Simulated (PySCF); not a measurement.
Rb: excitation energy

Rb [Kr] 5s1 (2S) → Rb [Kr] 4d1 (2D), as a difference of total energies. Computed with PySCF 2.14 in def2-QZVPPD with the def2 core potential (28 electrons) (7s5p4d3f, 63 functions), with a scalar-relativistic core potential. Correlated levels: valence and next inner shell: nothing frozen outside the core potential. The calculations carry no spin-orbit coupling.

| method | excitation energy (cm⁻¹) | error (cm⁻¹) |
| --- | --- | --- |
| UHF | 17929 | -1426 |
| LDA | 19000 | -355 |
| PBE | 17526 | -1829 |
| PBE0 | 17762 | -1594 |
| r2SCAN | 17685 | -1670 |
| BP86 | 17341 | -2014 |
| M06-2X | 18366 | -989 |
| r2SCAN0 | 18273 | -1082 |
| MP2 (valence and next inner shell) | 19812 | +457 |
| SCS-MP2 (valence and next inner shell) | 19444 | +89 |

Reference: 19355 cm⁻¹ (measured; NIST levels, between the centres of gravity of the two terms).

Errors of the correlated levels include the incompleteness of this basis.
